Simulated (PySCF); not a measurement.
# Zinc: a sound run and one with changed settings

Sound run: Zn⁺ [Ar] 3d10 4s1, Zn²⁺ [Ar] 3d10. All numbers are calculated (PySCF 2.14, the spin-free X2C one-electron Hamiltonian (Gaussian nucleus), in cc-pVDZ-DK). In the sound run the correlated levels freeze [Ar]. The sound run starts from symmetry-adapted Hartree-Fock orbitals and uses a fine grid where one is needed.

Changed run: a valence shell is frozen. This setting is unsound on purpose.

Ionisation energy of Zn⁺:

```csv
method,sound run (eV),changed run (eV)
UHF,16.855,16.855
MP2,17.665,16.855
SCS-MP2,17.528,16.855
CCSD,17.566,16.855
CCSD(T),17.616,16.855
CCSDT,n/a,16.855
FCI,n/a,16.855
```

Freezing a valence shell removes pair correlation that changes on ionisation.

For comparison, NIST gives 17.964 eV between the lowest levels.
